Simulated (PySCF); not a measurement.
A structure optimised at ωB97X-D3(BJ)/def2-TZVP, used in a PySCF frequency run:

```xyz
3

F      0.0000    -1.2073     0.4897
S      0.0000     0.0000    -0.5509
F      0.0000     1.2073     0.4897
```

Question: Write its SMILES, formula and point group.

Answer: FSF, F2S, C2v

Question: What are its rotational constants (standard atomic weights)?

Answer: 26.839, 9.1247, 6.8096 GHz
